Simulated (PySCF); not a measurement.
Screening by computed properties: pick the candidate that meets the target.

Species are written as SMILES; each is one conformer at its optimised geometry, gas phase, non-relativistic unless stated; the electronic structure was computed with PySCF and density fitting.

The conformers computed, where there is a choice (atom-mapped SMILES and torsion angles):
- `[CH2:1]=[CH:2][C@@H:3]([CH3:4])[C@H:5]([F:6])[S:7](=[O:8])(=[O:9])[Cl:10]`: C1–C2–C3–C4 120°, C2–C3–C5–F6 168°, C3–C5–S7–O8 47°
- `[CH:1]#[C:2][CH2:3][NH:4][C:5](=[O:6])[CH2:7][SiH3:8]`: C2–C3–N4–C5 -120°, C3–N4–C5–O6 -4°, N4–C5–C7–Si8 87°

The conformers of `C[C@H]1CC[C@H](C)CC1` and `O=S1(=O)CCC[C@H](F)C1` aren't listed.

Question: Wanted: HOMO energy between -8.3 eV and -7 eV (PBE0/pcSseg-1) and HOMO–LUMO gap below 7 eV (PBE0/pcSseg-1), at GFN2-xTB geometries. Which candidate meets both?
A. `O=S1(=O)CCC[C@H](F)C1`
B. `C#CCNC(=O)C[SiH3]`
C. `C[C@H]1CC[C@H](C)CC1`
D. `C[C@H]1C=C[P@@](C)(=S)C=C1`
E. `C=C[C@@H](C)[C@H](F)S(=O)(=O)Cl`

Answer: E. Computed values:
```csv
species,HOMO energy,HOMO–LUMO gap
O=S1(=O)CCC[C@H](F)C1,-8.40 eV,9.17 eV
C[C@H]1CC[C@H](C)CC1,-8.15 eV,9.77 eV
C=C[C@@H](C)[C@H](F)S(=O)(=O)Cl,-7.95 eV,6.53 eV
C#CCNC(=O)C[SiH3],-7.41 eV,7.77 eV
C[C@H]1C=C[P@@](C)(=S)C=C1,-6.22 eV,5.31 eV
```
